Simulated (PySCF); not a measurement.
## Gas-phase XPS of (HAlS)3 ring, computed

Compound: (HAlS)3 ring, Al3H3S3.
Geometry (PBE0-D3(BJ)/def2-SVP, Å), atoms numbered from 1 in this order:
```
atom  x, y, z in Å
Al1    0.721    1.931   -0.282
H2     1.289    3.387   -0.475
S3     0.073    1.430    1.741
Al4   -0.681   -0.612    1.876
H5    -1.249   -1.052    3.277
S6    -0.720   -2.124    0.307
Al7    0.001   -1.343   -1.601
H8     0.030   -2.367   -2.796
S9     0.669    0.680   -2.072
```

Theory: PySCF 2.14.0, delta-SCF UKS SCAN, pcX-2 on the ionised atom, pcseg-1 elsewhere, spin-free X2C. These are vertical core ionisation energies against the vacuum level, from separate self-consistent calculations with and without the core hole.

Task: Give the core binding energies atom by atom.

Result: 
| atom(s) | bonded to | level | binding energy (eV) | 2p1/2 (eV) | count |
| --- | --- | --- | --- | --- | --- |
| S3/S6/S9 | 2 Al | S 1s | 2476.30 | – | 3 |
| Al1/Al4/Al7 | 2 S and H | Al 1s | 1567.58 | – | 3 |
| S3/S6/S9 | 2 Al | S 2p3/2 | 168.57 | 169.79 | 3 |

Task: Which effective nuclear charge Zeff reproduces each element's mean 1s value in the hydrogen-like formula E = 13.606 eV × Zeff²?

Result: Al (Z = 13): mean 1567.6 eV, Zeff = 10.73, Z − Zeff = 2.27; S (Z = 16): mean 2476.3 eV, Zeff = 13.49, Z − Zeff = 2.51. Means run over the listed sites, weighted by atom count.

Task: What is the longest wavelength that can ionise Al 1s of Al1/Al4/Al7 vertically?

Result: λ = hc/E = 12398.42 eV Å / 1567.58 eV = 7.909 Å.

The first atom of each set that the bonding makes equivalent was ionised and stands for the set. The 2p values aren't plain energy differences: one relaxed spin-free 2p hole is combined with a matrix within the shell (ground-state 2p orbital-energy differences and spin–orbit coupling). 2p3/2, the mean of its two sublevels, lies a third of the splitting below the shell's mean and 2p1/2 two thirds above it; the statistical areas are 2:1. 2p1/2 minus 2p3/2 (ligand field included): S 1.23 eV. Isolated species at its PBE0-D3(BJ)/def2-SVP geometry (one conformer only).

Time: 21 s wall; peak memory 0.50 GiB. Hardware: an Arm Neoverse V1 with one thread, on a shared host.
